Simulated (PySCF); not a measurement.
Broadened absorption spectrum of acetic anhydride

Compound: acetic anhydride, C₄H₆O₃.
InChI=1S/C4H6O3/c1-3(5)7-4(2)6/h1-2H3

Level of theory: TDDFT PBE0/def2-SVPD, vertical, gas phase, core orbitals frozen in the response in PySCF. One conformer (not necessarily the lowest) at the PBE0-D3(BJ)/def2-SVP geometry, without solvent, vibrations or thermal averaging. Torsions of this conformer, `[CH3:1][C:2](=[O:3])[O:4][C:5]([CH3:6])=[O:7]`: C1–C2–O4–C5 -179°, C2–O4–C5–C6 180°.

Each state is given a Gaussian of 0.4 eV full width at half maximum, with ε(max) = 2.175×10⁸ f / Δν̃ (Δν̃ the width in cm⁻¹). The cross-section is σ = 3.8235×10⁻²¹ ε cm², given in Mb (10⁻¹⁸ cm²). The width is an assumption, not a result. The curve ends short of the highest state used, and states not computed would add to its high-energy end.

E (eV), σ (Mb) and a bar:
```
     4.32       0.00 
     4.43       0.01 
     4.54       0.03 
     4.65       0.11 
     4.75       0.24 
     4.86       0.37 
     4.97       0.38 
     5.08       0.26 
     5.19       0.11 
     5.29       0.04 
     5.40       0.01 
     5.51       0.00 
     5.62       0.00 
     5.73       0.00 
     5.83       0.00 
     5.94       0.00 
     6.05       0.00 
     6.16       0.00 
     6.27       0.00 
     6.37       0.00 
     6.48       0.00 
     6.59       0.02 
     6.70       0.13 
     6.81       0.68 #
     6.91       2.14 ##
     7.02       5.01 ####
     7.13       7.81 ######
     7.24       8.62 ######
     7.35       9.27 #######
     7.45      14.70 ###########
     7.56      28.15 #####################
     7.67      40.66 ##############################
     7.78      39.56 #############################
     7.89      25.58 ###################
     7.99      12.14 #########
     8.10       3.70 ###
```

**Question.** Where are the band maxima, and which computed states make them?

**Answer.** 252 nm (4.92 eV), ε about 100, made up of S1 (100%); 171 nm (7.23 eV), ε about 2300, made up of S4 (92%) (hardly more than a shoulder); 161 nm (7.72 eV), ε about 11000, made up of S6 (99%) (ε in L mol⁻¹ cm⁻¹; maxima over ε = 5, shares over 10%). The states used: S1 4.92 eV (f 0.0015); S2 5.71 eV (f 0.0000); S3 6.90 eV (f 0.0000); S4 7.19 eV (f 0.032); S5 7.66 eV (f 0.0006); S6 7.72 eV (f 0.162); S7 7.92 eV (f 0.0027); S8 8.28 eV (f 0.0000); S9 8.65 eV (f 0.0000); S10 8.70 eV (f 0.0005).

**Question.** What would ε be at 7.72 eV, the highest of these maxima, with half the width (0.2 eV)?

**Answer.** About 21900 L mol⁻¹ cm⁻¹ against 11000, a factor of about 1.98; a lone state at its own centre would give exactly 2.

**Question.** On this curve, what absorbance would a 10⁻³ mol/L sample give at 280 nm over a 1 cm path?

**Answer.** 280 nm is 4.428 eV, where ε is about 1.5 L mol⁻¹ cm⁻¹, so A = ε c l ≈ 0.0015 (Beer–Lambert, with the gas-phase spectrum and the assumed width).

**Question.** Coming from long wavelengths, where does ε first pass 100 L mol⁻¹ cm⁻¹?

**Answer.** At about 254 nm (4.88 eV), 0.04 eV below S1.

All these states lie below the vertical ionisation energy of 9.93 eV (ΔSCF).
